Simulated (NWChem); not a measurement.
Molecule: Si₂NH₅F₂; SMILES N[Si@@H](F)[SiH2]F

Program: NWChem. Pople sets run with spherical d functions. Coordinates come from a B3LYP/6-31G* (spherical d) optimisation. Level: B3LYP/6-31G* with SMD, gas-phase geometry; reactions with the solvents are ignored. One conformer.

| SMD term (kcal/mol) | water | toluene |
|---|---|---|
| distortion of the solute's density | 0.65 | 0.20 |
| polarisation | -6.97 | -3.76 |
| cavity, dispersion and structure | 4.61 | 0.83 |

**Question.** Sum the solvation free energies, find the transfer free energy from water to toluene and the partition coefficient at 298.15 K.

**Answer.** 
1. ΔG(solv, water) = -1.71 kcal/mol and ΔG(solv, toluene) = -2.73 kcal/mol (1 M gas to 1 M solution).
2. Transfer: -2.73 − (-1.71) = -1.02 kcal/mol.
3. log₁₀ K(toluene/water) = −ΔG/(RT ln 10) = 1.02/1.364 = 0.7, so the model puts more of the solute in toluene.
4. Of the transfer energy, 2.76 kcal/mol is electrostatic and -3.78 comes from the non-electrostatic term. The two phases are taken as the pure solvents.
